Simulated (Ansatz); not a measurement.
Abridged output of a molecular run in Ansatz:

```
Functional definition: HF
757 factors; integrals over basis functions are off by at most 1.5e-3 eV
mean field evaluation 1: about -59021.0792 eV, gradient 2.9e1 eV
mean field evaluation 2: about -59021.1394 eV, gradient 2.9e1 eV
mean field evaluation 4: about -59023.6219 eV, gradient 3.0e0 eV
mean field evaluation 8: about -59023.6694 eV, gradient 2.2e-4 eV
mean field -59023.66942935 eV, -2169.0798438486 hartree, gradient 1.0e-5 eV, S^2 0.000000; 0 other end points of the search recorded, 0 dependent functions left out
11 core orbitals not correlated: weight in the atoms' cores, before any rotation towards them, 1.000 or more for the frozen orbitals, at most 0.000 for the correlated occupied ones
reference -59023.66942935 eV, -2169.0798438486 hartree; 13, 13 occupied and 51, 51 virtual orbitals, 757 factors
second order -13.93143800 eV of doubles, -0.00000000 eV of singles
cycle   1  -13.68816790 eV  change    2.4e-1 eV  update   1.0e-1
cycle   2  -14.22960446 eV  change   -5.4e-1 eV  update   3.1e-2
cycle   3  -14.31928400 eV  change   -9.0e-2 eV  update   1.4e-2
cycle   4  -14.32295428 eV  change   -3.7e-3 eV  update   3.8e-3
cycle   5  -14.32643448 eV  change   -3.5e-3 eV  update   1.4e-3
cycle   6  -14.32663027 eV  change   -2.0e-4 eV  update   3.3e-4
cycle   7  -14.32676189 eV  change   -1.3e-4 eV  update   1.0e-4
cycle   8  -14.32682447 eV  change   -6.3e-5 eV  update   2.7e-5
cycle   9  -14.32683157 eV  change   -7.1e-6 eV  update   8.7e-6
perturbative correction -0.51929266 eV, -0.0190836534 hartree
Total energy: -59038.51555359 eV, -2169.6254288512 hartree
```

Its atoms:

Cartesian coordinates in Å:
```
N -2.3743 -0.6496 0.1052
C -1.2648 -0.3463 0.0560
Ge 0.5892 0.1612 -0.0261
H 1.2927 -0.5386 1.1360
H 0.6390 1.6825 0.1092
H 1.1183 -0.3092 -1.3803
```

Which basis set was used?
A. def2-SVP
B. def2-SVPD
C. def2-TZVPPD
D. cc-pV(Q+d)Z

A. It gives 75 functions.

Write the keys of the input that set method, charge and spin (a neutral closed shell needs none for the last two).


```yaml
correlation: {method: ccsd_t}
```
